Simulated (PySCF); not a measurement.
A side-by-side comparison of computed properties.

First species: C₃H₁₂N₂Si₃.
SMILES with atom numbers: `[CH3:1][N:2]([CH3:3])[Si@@H:4]([C:5]#[N:6])[SiH2:7][SiH3:8]` (hydrogens: H9, H10, H11 on C1; H12, H13, H14 on C3; H15 on Si4; H16, H17 on Si7; H18, H19, H20 on Si8)

Second species: C4H14O2Si3.
SMILES with atom numbers: `[OH:1][CH2:2][C@@H:3]1[CH2:4][SiH2:5][O:6][Si@H:7]1[CH2:8][SiH3:9]` (hydrogens: H10 on O1; H11, H12 on C2; H13 on C3; H14, H15 on C4; H16, H17 on Si5; H18 on Si7; H19, H20 on C8; H21, H22, H23 on Si9)

Levels: PBE0/pcSseg-1 for HOMO energy, LUMO energy and HOMO–LUMO gap. Geometries: GFN2-xTB. All species are isolated and taken at one optimised geometry, non-relativistic unless stated. Electronic properties by PySCF.

Dipoles, sizes and rotational constants follow the conformer. The torsions of the flexible species, by atom-mapped SMILES:
- `[CH3:1][N:2]([CH3:3])[Si@@H:4]([C:5]#[N:6])[SiH2:7][SiH3:8]`: C1–N2–Si4–C5 50°, N2–Si4–Si7–Si8 -65°

The conformers of `OC[C@@H]1C[SiH2]O[Si@H]1C[SiH3]` aren't listed.

Values for the first species:

```
HOMO energy   : -6.81 eV
LUMO energy   : -1.06 eV
HOMO–LUMO gap : 5.75 eV
```

**Question.** Estimate the same properties for the second species, and the change in each.

**Answer.** 
```csv
property,first,second,second less first
HOMO energy,-6.81 eV,-7.85 eV,-1.04 eV
LUMO energy,-1.06 eV,0.32 eV,+1.38 eV
HOMO–LUMO gap,5.75 eV,8.17 eV,+2.42 eV
```

On the first:  GFN2-xTB frequencies show an imaginary mode (33i cm⁻¹), so this geometry is no minimum at that level.

